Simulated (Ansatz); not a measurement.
Species: C3H13NSi2 (charge 0, singlet). 
Structure (B3LYP-D3(BJ)/def2-TZVP (Ansatz, a program for electronic structure) minimum search):
```xyz
19

C      1.5444     0.2405     1.5845
C      1.1809    -0.1541     0.1561
C      1.8952     0.7178    -0.8751
N     -0.2911    -0.1524    -0.0620
Si    -0.9030    -1.5482    -0.8789
Si    -1.2691     1.1743     0.4713
H      2.6205     0.1501     1.7409
H      1.2699     1.2783     1.7905
H      1.0335    -0.3967     2.3067
H      1.5249    -1.1855     0.0131
H      1.6074     1.7644    -0.7620
H      2.9784     0.6488    -0.7553
H      1.6403     0.4028    -1.8874
H     -2.3681    -1.4189    -1.0266
H     -0.2823    -1.7057    -2.2201
H     -0.5855    -2.7824    -0.1150
H     -0.6507     2.4739     0.1101
H     -2.5859     1.0550    -0.1893
H     -1.4783     1.1918     1.9412
```

Total electronic energies in hartree. Valence correlation only, unless marked. Spin-orbit coupling is left out. Non-relativistic unless marked X2C. Basis-set limits of correlation are two-point, X^-3; Hartree-Fock from the larger set. The bracket is a focal-point correction in the basis named.

| level | program | energy (Eh) |
|---|---|---|
| HF/cc-pwCVTZ | Ansatz | -753.62178 |
| BLYP/def2-TZVPD | Ansatz | -755.87334 |
| r2SCAN-D3(BJ)/def2-TZVPD | Ansatz + dftd3 | -755.83422 |
| B97M-V/def2-TZVPD | Ansatz | -755.83851 |
| B3LYP-D4/def2-TZVPD | Ansatz + dftd4 | -756.07690 |
| BHLYP/def2-TZVPD | Ansatz | -755.88451 |
| LC-wPBE/def2-TZVPD | Ansatz | -755.71064 |
| MP2/cc-pV(T+d)Z | Ansatz | -754.62051 |
| CCSD/6-31G* | Ansatz | -754.27709 |
| CCSD/aug-cc-pV(D+d)Z | Ansatz | -754.49244 |
| CCSD/cc-pVTZ | Ansatz | -754.68951 |
| CCSD(T)/aug-cc-pV(T+d)Z | Ansatz | -754.76016 |
| CCSD(T)/cc-pwCVTZ | Ansatz | -754.75274 |
| X2C-CCSD(T)/cc-pVTZ-DK | Ansatz | -756.00690 |
| RI-MP2/CBS(aug-cc-pV(T+d)Z,aug-cc-pV(Q+d)Z)+[CCSD(T)-MP2]/aug-cc-pV(T+d)Z | Ansatz | -754.8727 |

Totals of different functionals don't rank their quality; only differences between species are comparable.
